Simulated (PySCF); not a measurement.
Two-component Hartree-Fock for Pb(48+) (lead, charge +48)

Start: [Ar] 3d10 4s2 4p4; 4p1/2 filled at m_j = -1/2, +1/2; 4p3/2 filled at m_j = +1/2, +3/2. Calculated with PySCF 2.14 in an even-tempered Gaussian basis (16 s from 6.8 bohr⁻², ratio 2.8; 14 p from 8.9 bohr⁻², ratio 2.8; 8 d from 16 bohr⁻², ratio 2.8; 4 f from 40 bohr⁻², ratio 3): generalised Hartree-Fock with the X2C-1e Hamiltonian and a Gaussian nucleus; one run each with spin-orbit coupling (SO) switched off, then screened by Boettger's factors.

```tsv
spinor shell	electrons	ε, spin-free (eV)	ε, screened SO (eV)	weight of nominal j (screened SO)	rms radius, screened SO (bohr)
1s1/2	2	-91028.2	-90985.1	1.000	0.0181
2s1/2	2	-18487.3	-18471.8	1.000	0.0729
2p1/2	2	-16235.0	-17821.8	1.000	0.0616
2p3/2	4	-16235.0	-15619.9	1.000	0.0699
3s1/2	2	-6295.6	-6288.9	1.000	0.184
3p1/2	2	-5633.7	-6004.4	1.000	0.175
3p3/2	4	-5633.7	-5483.8	1.000	0.191
3d3/2	4	-4970.7	-5032.9	1.000	0.166
3d5/2	6	-4970.7	-4921.9	1.000	0.170
4s1/2	2	-2945.6	-2943.2	1.000	0.386
4p1/2	2	-2713.4	-2827.8	0.999	0.377
4p3/2	2	-2713.4	-2665.8	1.000	0.397
```

```tsv
quantity	spin-free	screened SO
E (hartree)	-19215.52491	-19257.08035
M_J	2	2
⟨J²⟩	6.001	6.002
⟨L²⟩	2.000	3.347
⟨S²⟩	2.000	1.469
```

Each row is a mean over spinors that exchange with the open shell spreads, by up to 19.939 eV (4s1/2).

Breit and QED terms are absent; they matter most for the inner s and p1/2 levels.

Densities and radii are taken from the X2C orbitals without a picture-change correction, which distorts them close to the nucleus.

Without spin-orbit coupling the j labels of p, d and f shells carry no meaning; the spin-free column gives the mean over the occupied spinors of each nl shell.
